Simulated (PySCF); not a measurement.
CH₂F₂O₂Si, SMILES O=C(O)[SiH](F)F. Heavy atoms are numbered as in [O:1]=[C:2]([OH:3])[SiH:4]([F:5])[F:6]. Hydrogens are named by the atom that carries them.

The structure is a stationary point at B3LYP-D3(BJ)/def2-SVP. The structure was generated by enumeration, and PubChem lists no compound with its InChIKey, so it may never have been made. The values are those of a single conformer.

Calculation: PBE/pcSseg-1 in PySCF.

GIAO shieldings, no solvent; atoms alike by connectivity are averaged. δ = σ(ref) − σ: ¹⁷O against H2O (σ = 334.3 ppm); ¹³C against TMS (σ = 182.0 ppm); ²⁹Si against TMS (σ = 335.4 ppm); ¹⁹F against CFCl3 (σ = 133.6 ppm); ¹H against TMS (σ = 31.49 ppm), references at their B3LYP-D3(BJ)/def2-TZVP geometries, non-relativistic.

Computed chemical shifts:
| nucleus | atoms | count | δ (ppm) |
|---|---|---|---|
| ¹⁷O | O1 | 1 | 493.3 |
| ¹⁷O | O3 (OH) | 1 | 254.5 |
| ¹³C | C2 | 1 | 174.6 |
| ²⁹Si | Si4 (SiH) | 1 | -38.8 |
| ¹⁹F | F5 | 2 | -176.9 |
| ¹H | H on O3 | 1 | 6.67 |
| ¹H | H on Si4 | 1 | 5.52 |
